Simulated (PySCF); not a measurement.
H5NO2Sn, SMILES [OH][SnH]([NH2])[OH].

Geometry: B3LYP-D3(BJ)/def2-SVP. The structure was generated by enumeration; whether it is a known compound was not checked. The def2 effective core potentials stand for the cores of Sn; spin–orbit coupling is left out. One conformer was computed; it need not be the lowest.

All values below come from B3LYP-D3(BJ)/def2-SVP (PySCF 2.14.0).

Frequencies are harmonic and unscaled.

Give all harmonic wavenumbers and intensities. (The exact figures need the calculation; the answer reports its results.)


```
mode  ν (cm⁻¹)  IR (km/mol)  Raman (Å⁴/amu)  depolarisation  moving atoms (share of kinetic energy)
----  --------  -----------  --------------  --------------  --------------------------------------
1           94         42.4             1.4            0.72                  H 49 %, O 34 %, N 14 %
2          135         22.0             1.4            0.72                  H 59 %, O 18 %, N 18 %
3          157         24.8             2.4            0.75                  H 54 %, O 29 %, N 12 %
4          175          5.7             1.8            0.75         H 36 %, O 33 %, N 16 %, Sn 15 %
5          210         63.0             2.5            0.75                  O 43 %, H 40 %, Sn 9 %
6          288        136.1             1.4            0.74                          H 82 %, O 15 %
7          509         47.0            19.2            0.34                          H 59 %, N 38 %
8          538        159.8            13.7            0.68                           H 86 %, N 9 %
9          583         57.8            24.2            0.40                          H 82 %, N 10 %
10         613         56.5            14.4            0.07                          O 85 %, Sn 8 %
11         620         35.4             9.3            0.56                 O 73 %, H 12 %, Sn 10 %
12         639         78.9             5.8            0.68         H 45 %, N 34 %, Sn 11 %, O 11 %
13         829         20.1             0.8            0.74                                  H 92 %
14         856         55.5             3.2            0.73                                  H 92 %
15         868        127.9             2.4            0.70                                  H 90 %
16        1531         13.0             5.0            0.72                           H 92 %, N 8 %
17        1917        149.2           230.5            0.20                                  H 99 %
18        3504         11.8           146.9            0.10                                  H 96 %
19        3602         15.9            84.4            0.74                           H 92 %, N 8 %
20        3816         52.7            97.2            0.30                                  H 94 %
21        3824         53.8           128.0            0.23                                  H 94 %
```
